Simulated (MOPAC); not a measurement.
MOPAC input (AM1):

```
AM1 FORCE THERMO(298,298) PRECISE LET UHF MS=0.5 GEO-OK AUX(PRECISION=9) THREADS=1
C3H8BO

C     1.93585069 1    0.19029951 1    0.05601897 1
O     0.84617850 1   -0.58856443 1   -0.17852356 1
B    -0.42015963 1   -0.07194644 1   -0.02142584 1
C    -1.53823174 1   -1.08807246 1   -0.32766575 1
C    -0.69708202 1    1.37897152 1    0.41730569 1
H     1.83824251 1    1.22664896 1    0.36929647 1
H     2.87488542 1   -0.33958726 1   -0.10486449 1
H    -1.11473988 1   -2.06875546 1   -0.62437751 1
H    -2.14871520 1   -0.65941652 1   -1.14962310 1
H    -2.14735581 1   -1.18669500 1    0.59498858 1
H    -1.79408059 1    1.53361199 1    0.46489841 1
H    -0.24372207 1    2.06783602 1   -0.32618657 1
H    -0.24237383 1    1.54090798 1    1.41724047 1
```

From the output:

```
     H   13   5.478952

          HEAT OF FORMATION =     -58.722087 KCALS/MOLE

          ZERO POINT ENERGY      68.077 KCAL/MOL

           NORMAL COORDINATE ANALYSIS (Total motion = 1 Angstrom)

   Root No.       1         2         3         4         5         6         7         8

                 1 A"      2 A"      3 A"      4 A"      1 A'      2 A'      5 A"      6 A"

                  75.1     112.2     168.2     190.0     289.7     320.4     424.5     492.0

           1    0.0000    0.0000   -0.0000   -0.0000   -0.0115   -0.0227   -0.0000    0.0000
           2   -0.0000   -0.0000    0.0000    0.0000    0.0723   -0.0310   -0.0000   -0.0000
           3   -0.0130   -0.0119    0.0420    0.0561   -0.0000   -0.0000    0.0019   -0.0925
           4    0.0000   -0.0000    0.0000    0.0000   -0.0073   -0.0206    0.0000   -0.0000
           5   -0.0000    0.0000   -0.0000   -0.0000   -0.0291   -0.0277   -0.0000    0.0000
           6   -0.0086    0.0234   -0.0386   -0.0775   -0.0000   -0.0000   -0.0387    0.0131
           7   -0.0000   -0.0000    0.0000    0.0000    0.0185   -0.0234   -0.0000   -0.0000
           8    0.0000    0.0000   -0.0000   -0.0000   -0.0414   -0.0288    0.0000    0.0000
           9    0.0055    0.0057   -0.0062   -0.0259    0.0000   -0.0000    0.1060    0.0024
          10   -0.0000    0.0000   -0.0000   -0.0000    0.0255   -0.0160    0.0000   -0.0000
          11    0.0000   -0.0000    0.0000    0.0000    0.0426    0.0534   -0.0000    0.0000
          12    0.0010   -0.0233    0.0156    0.0351   -0.0000   -0.0000   -0.0045    0.0011
          13   -0.0000   -0.0000    0.0000   -0.0000   -0.0177    0.0686    0.0000   -0.0000
          14    0.0000    0.0000   -0.0000    0.0000   -0.0590    0.0156   -0.0000    0.0000
          15    0.0174    0.0115   -0.0135    0.0057    0.0000    0.0000   -0.0083    0.0026
          16   -0.0000    0.0000   -0.0000    0.0000    0.0498   -0.0145    0.0000   -0.0000
          17    0.0000   -0.0000    0.0000   -0.0000    0.1099   -0.0256   -0.0000    0.0000
          18    0.0194   -0.1686    0.2514   -0.1853    0.0000    0.0000   -0.0308    0.3816
          19    0.0000   -0.0000    0.0000   -0.0000   -0.0896   -0.0213   -0.0000   -0.0000
          20   -0.0000    0.0000   -0.0000    0.0000    0.1056   -0.0314    0.0000    0.0000
          21   -0.0410    0.0932   -0.0970    0.3323   -0.0000   -0.0000    0.0302    0.4538
          22   -0.0000    0.0000   -0.0000   -0.0000    0.1028    0.0742    0.0000    0.0000
          23    0.0000    0.0000    0.0000    0.0000    0.0636    0.0783   -0.0000   -0.0000
          24    0.2436   -0.0002    0.0415    0.0728    0.0000   -0.0000   -0.0764   -0.0044
          25    0.0404    0.0241   -0.0135   -0.0439   -0.0103   -0.0586    0.1371    0.0069
          26    0.2197    0.0260    0.0186    0.0208    0.0736    0.0900   -0.0218   -0.0018
          27   -0.1382   -0.0480    0.0111    0.0427   -0.0010   -0.0010   -0.0543   -0.0012
          28   -0.0404   -0.0241    0.0135    0.0439   -0.0103   -0.0586   -0.1371   -0.0069
          29   -0.2197   -0.0260   -0.0186   -0.0208    0.0736    0.0900    0.0218    0.0018
          30   -0.1382   -0.0480    0.0111    0.0427    0.0010    0.0010   -0.0543   -0.0012
          31    0.0000   -0.0000   -0.0000    0.0000   -0.0424    0.1442    0.0000   -0.0000
          32   -0.0000    0.0000    0.0000   -0.0000   -0.0348   -0.0573   -0.0000    0.0000
          33   -0.0161    0.1880    0.1251   -0.0023    0.0000    0.0000   -0.0918    0.0065
          34    0.0351   -0.1448   -0.1225    0.0251   -0.0189    0.0783   -0.0468   -0.0090
          35    0.0038   -0.0598   -0.0345   -0.0165   -0.0760    0.0762    0.1381    0.0093
          36    0.0415   -0.0835   -0.0954    0.0247    0.0011   -0.0001   -0.0574   -0.0048
          37   -0.0351    0.1448    0.1225   -0.0251   -0.0189    0.0783    0.0468    0.0090
          38   -0.0038    0.0598    0.0345    0.0165   -0.0760    0.0762   -0.1381   -0.0093
          39    0.0415   -0.0835   -0.0954    0.0247   -0.0011    0.0001   -0.0574   -0.0048

   Root No.       9        10        11        12        13        14        15        16

                 3 A'      7 A"      4 A'      5 A'      6 A'      8 A"      7 A'      8 A'

                 538.0     772.8     847.2     880.0     911.1     981.6    1177.6    1289.7

           1   -0.0517    0.0000   -0.0226   -0.0132   -0.0071    0.0000    0.0044    0.0050
           2   -0.0357   -0.0000   -0.0128   -0.0150   -0.0088    0.0000    0.0585    0.0027
           3   -0.0000    0.0020   -0.0000   -0.0000   -0.0000   -0.0020   -0.0000    0.0000
           4   -0.0497    0.0000   -0.0143   -0.0086   -0.0047    0.0000    0.0008    0.0026
           5    0.0563   -0.0000   -0.0331   -0.0498   -0.0154   -0.0000   -0.0383    0.0031
           6   -0.0000   -0.0015   -0.0000    0.0000   -0.0000   -0.0098    0.0000   -0.0000
           7    0.0459   -0.0000    0.0082    0.0053    0.0067   -0.0000   -0.0119   -0.0444
           8   -0.0024    0.0000    0.0086    0.0153    0.0028    0.0000   -0.0282    0.0093
           9    0.0000    0.0007    0.0000   -0.0000    0.0000    0.0889    0.0000   -0.0000
          10    0.0584   -0.0000    0.0453    0.0046    0.0428    0.0000    0.0020   -0.0205
          11    0.0091    0.0000    0.0321    0.0008   -0.0494   -0.0000    0.0019   -0.0041
          12    0.0000    0.0345    0.0000    0.0000    0.0000   -0.0425    0.0000   -0.0000
          13    0.0138    0.0000   -0.0242    0.0365   -0.0428    0.0000    0.0013   -0.0057
          14   -0.0256   -0.0000    0.0152    0.0583    0.0417   -0.0000    0.0200    0.0138
          15   -0.0000   -0.0361    0.0000   -0.0000   -0.0000   -0.0420   -0.0000   -0.0000
          16   -0.1444   -0.0000    0.0153    0.0531    0.0268   -0.0000   -0.2426    0.0047
          17   -0.0955   -0.0000    0.0119    0.0284    0.0138    0.0000   -0.1099    0.0029
          18   -0.0000    0.0081    0.0000    0.0000   -0.0000    0.0050   -0.0000    0.0000
          19    0.0609    0.0000   -0.0718   -0.1134   -0.0494   -0.0000    0.2825    0.0073
          20   -0.0868   -0.0000    0.0098    0.0310    0.0112    0.0000   -0.0804    0.0020
          21    0.0000    0.0033   -0.0000   -0.0000   -0.0000    0.0098    0.0000    0.0000
          22    0.0981    0.0000   -0.1371    0.0109    0.3087   -0.0000    0.0139    0.1876
          23    0.0210    0.0000   -0.0225    0.0027    0.0272    0.0000    0.0026    0.0439
          24    0.0000   -0.0621   -0.0000    0.0000    0.0000    0.0452    0.0000    0.0000
          25    0.0444    0.1918    0.1687    0.0080   -0.0605   -0.1746    0.0367    0.1630
          26    0.0258   -0.0255   -0.0561    0.0031    0.0480    0.0200   -0.0107   -0.0266
          27   -0.0021   -0.0421   -0.0071   -0.0019   -0.0038    0.0313   -0.0075   -0.0565
          28    0.0444   -0.1918    0.1687    0.0081   -0.0605    0.1746    0.0367    0.1630
          29    0.0258    0.0255   -0.0561    0.0031    0.0480   -0.0200   -0.0107   -0.0266
          30    0.0021   -0.0422    0.0071    0.0019    0.0038    0.0313    0.0075    0.0565
          31   -0.0561   -0.0000    0.0467   -0.2183    0.0103   -0.0000   -0.0522    0.0686
          32    0.0400    0.0000   -0.0492    0.2974   -0.0048    0.0000    0.0730   -0.0673
          33   -0.0000    0.0630    0.0000   -0.0000    0.0000    0.0464   -0.0000    0.0000
          34    0.0023    0.0747   -0.0170   -0.0003   -0.0442    0.0694   -0.0252    0.0466
          35   -0.0883   -0.1768    0.0921   -0.1321    0.1342   -0.1583    0.0441   -0.1126
          36   -0.0010    0.0415   -0.0040   -0.0002   -0.0107    0.0315   -0.0179    0.0426
          37    0.0023   -0.0747   -0.0170   -0.0003   -0.0442   -0.0694   -0.0252    0.0466
          38   -0.0883    0.1768    0.0921   -0.1321    0.1342    0.1583    0.0441   -0.1126
          39    0.0010    0.0415    0.0040    0.0002    0.0107    0.0315    0.0179   -0.0426

   Root No.      17        18        19        20        21        22        23        24

                 9 A'     10 A'     11 A'      9 A"     10 A"     12 A'     13 A'     14 A'

                1319.3    1371.5    1375.3    1383.2    1389.2    1405.0    1499.5    1507.6

           1   -0.0042    0.0061   -0.0068    0.0000   -0.0000   -0.0107    0.0426    0.1822
           2    0.0094    0.0003    0.0002   -0.0000    0.0000   -0.0000    0.0022   -0.0016
           3    0.0000    0.0000   -0.0000   -0.0001    0.0001   -0.0000    0.0000    0.0000
           4    0.0014   -0.0005   -0.0063    0.0000   -0.0000   -0.0176   -0.0712   -0.1231
           5   -0.0268   -0.0024   -0.0015   -0.0000    0.0000   -0.0047   -0.0416    0.0194
           6    0.0000   -0.0000    0.0000   -0.0002    0.0001   -0.0000   -0.0000   -0.0000
           7    0.0221    0.0086    0.0022   -0.0000    0.0000   -0.0039    0.0891   -0.0465
           8    0.0436    0.0077   -0.0056    0.0000   -0.0000   -0.0050    0.1002   -0.0637
           9   -0.0000    0.0000    0.0000   -0.0011   -0.0011    0.0000    0.0000   -0.0000
          10    0.0156   -0.0094    0.0072    0.0000   -0.0000    0.0182   -0.0719    0.0527
          11   -0.0045   -0.0332   -0.0098   -0.0000   -0.0000   -0.0019    0.0036    0.0066
          12   -0.0000   -0.0000    0.0000   -0.0452    0.0005    0.0000   -0.0000    0.0000
          13   -0.0180    0.0093   -0.0283   -0.0000    0.0000    0.0012    0.0115   -0.0127
          14    0.0234   -0.0014   -0.0034   -0.0000   -0.0000    0.0275   -0.0482    0.0339
          15   -0.0000    0.0000   -0.0000   -0.0004   -0.0444   -0.0000    0.0000   -0.0000
          16   -0.1264   -0.0400    0.0777   -0.0000    0.0000    0.1956    0.0791   -0.0107
          17   -0.0691   -0.0281    0.0518   -0.0000    0.0000    0.1258    0.0223   -0.1124
          18   -0.0000    0.0000    0.0000    0.0003   -0.0041    0.0000    0.0000   -0.0000
          19   -0.0408   -0.0408    0.0931    0.0000   -0.0000    0.2017    0.1128   -0.0959
          20    0.0212    0.0202   -0.0438   -0.0000    0.0000   -0.0931   -0.0386    0.1083
          21   -0.0000   -0.0000    0.0000    0.0004   -0.0009    0.0000    0.0000   -0.0000
          22   -0.0511   -0.0982   -0.0561   -0.0000   -0.0000   -0.0441    0.1267   -0.0800
          23   -0.0171   -0.0382   -0.0200    0.0000   -0.0000   -0.0151    0.0505   -0.0259
          24   -0.0000   -0.0000   -0.0000    0.4347   -0.0064    0.0000    0.0000   -0.0000
          25   -0.0886    0.0637   -0.0029    0.1032   -0.0017   -0.0297    0.0419   -0.0251
          26    0.0156    0.2178    0.0679   -0.2219    0.0031    0.0188   -0.0394    0.0078
          27    0.0303   -0.1572   -0.0370    0.0588   -0.0008    0.0067   -0.0127    0.0254
          28   -0.0886    0.0637   -0.0029   -0.1032    0.0017   -0.0297    0.0419   -0.0251
          29    0.0156    0.2178    0.0679    0.2219   -0.0031    0.0188   -0.0394    0.0078
          30   -0.0303    0.1572    0.0370    0.0588   -0.0008   -0.0067    0.0127   -0.0254
          31    0.1215    0.0213   -0.0613   -0.0000   -0.0000    0.0791   -0.0153    0.0092
          32   -0.1196   -0.0184    0.0482    0.0000    0.0000   -0.0659   -0.0065    0.0053
          33    0.0000    0.0000   -0.0000    0.0058    0.4274    0.0000   -0.0000    0.0000
          34    0.0471   -0.0627    0.1807    0.0019    0.1404   -0.0771   -0.0003    0.0167
          35   -0.1134   -0.0036    0.0340    0.0037    0.2030   -0.0838    0.0715   -0.0398
          36    0.0484   -0.0462    0.1311    0.0008    0.0593   -0.0426   -0.0167    0.0247
          37    0.0471   -0.0627    0.1807   -0.0019   -0.1404   -0.0771   -0.0003    0.0167
          38   -0.1134   -0.0036    0.0340   -0.0037   -0.2030   -0.0838    0.0715   -0.0398
          39   -0.0484    0.0462   -0.1311    0.0008    0.0593    0.0426    0.0167   -0.0247

   Root No.      25        26        27        28        29        30        31        32

                15 A'     11 A"     12 A"     16 A'     17 A'     18 A'     19 A'     20 A'
```
